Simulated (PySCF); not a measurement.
Species: AsBH₆N₂.
Atom-mapped SMILES: `[NH2:1][B:2]([NH2:3])[AsH2:4]` (hydrogens: H5, H6 on N1; H7, H8 on N3; H9, H10 on As4)

A GFN2-xTB structure was refined with PBE0-D3(BJ)/def2-SVP geometry optimisation, gas phase (PySCF 2.14.0). Its GFN2-xTB values:

```csv
coordinate,GFN2-xTB
N1–B2,1.374 Å
N1–H5,1.035 Å
B2–As4,2.083 Å
As4–H9,1.529 Å
As4–H10,1.489 Å
N1–B2–N3,119.3°
N1–B2–As4,120.3°
B2–N1–H6,125.8°
B2–As4–H9,92.0°
B2–As4–H10,93.0°
N3–B2–As4,120.5°
H5–N1–H6,110.5°
H9–As4–H10,88.5°
```

Task: How do these coordinates change at the PBE0-D3(BJ)/def2-SVP level?

Result: 
```tsv
coordinate	PBE0-D3(BJ)/def2-SVP (Å or °)	change
As4–H10	1.526	+0.037
N1–B2	1.409	+0.035
N1–H5	1.012	-0.023
B2–As4	2.075	-0.008
As4–H9	1.526	-0.003
N3–B2–As4	115.9	-4.6
N1–B2–N3	122.9	+3.6
B2–N1–H6	122.4	-3.4
H9–As4–H10	92.0	+3.5
H5–N1–H6	113.8	+3.3
B2–As4–H9	94.0	+2.0
B2–As4–H10	95.1	+2.1
N1–B2–As4	121.1	+0.8
```

The energy falls by 0.127 eV over 9 energy and gradient evaluations, the largest force component goes from 0.0448 to 1.7e-04 Eh/bohr, and the atoms move by 0.089 Å rms after alignment. Among the bonds, N3–H7 and As4–H10 change most and about equally (+0.036 to +0.037 Å). Bonds longer at the end by more than 0.005 Å: 3 of 9; shorter: 2. Rotational constants go from 8845, 2516, 1994 to 8400, 2576, 2009 MHz.

The run used 104 basis functions and 58 SCF cycles in all.

Whether it is a minimum is left open (no frequencies). One conformer, not necessarily the lowest.

Shape of the structure used: `[NH2:1][B:2]([NH2:3])[AsH2:4]`: H–N1–B2–N3 -1°, H–N1–B2–N3 179°, H–N3–B2–N1 -2°, H–N3–B2–N1 177°, H–As4–B2–N1 63°, H–As4–B2–N1 -29°.
